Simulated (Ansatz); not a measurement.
Consider the ligand exchange at the Si–C bond: `F[C@@H]([SiH3])[C@@H](F)Cl` + `[OH][GeH2][SH]` → `[SiH3][O][GeH2][SH]` + `FCC(F)Cl`.

Program: Ansatz. Geometries: PBE0-D4/def2-TZVP. ΔE: electronic, gas phase. CCSD(T)/CBS adds triple-zeta CCSD(T) − MP2 to the extrapolated MP2 energy (def2 sets, frozen cores). Functionals use def2-TZVPP. For Ge outer-core shells are correlated without core-valence functions, which leaves a few kJ/mol of doubt a bond. Scalar relativity is left out up to krypton. Each species was taken in one conformer, which may not be the lowest.

Q: Is it downhill or uphill in electronic energy at CCSD(T)/CBS, and by how much? (Estimate.)

A: The calculation gave: Downhill: ΔE = -129.5 kJ/mol.

Q: What do these levels give: r2SCAN-D4, ωB97M-V, PBE0, CCSD(T)/def2-TZVPP, SCS-MP2/def2-QZVPP, HF/CBS(def2)? (Best estimate.)

A: Ansatz gave: r2SCAN-D4 -124.3, ωB97M-V -125.2, PBE0 -120.2, CCSD(T)/def2-TZVPP -130.4, SCS-MP2/def2-QZVPP -137.3, HF/CBS(def2) -156.6 kJ/mol.

Largest T1 diagnostic among the species: 0.012.

In def2-TZVPP, CCSD(T) changes the Hartree–Fock value by +24.4 kJ/mol (the triples alone add +3.4 kJ/mol) and MP2 by +21.1 kJ/mol. From PBE to PBE0 (25 % exact exchange), in def2-TZVPP and without D4, ΔE moves by −9.0 kJ/mol.
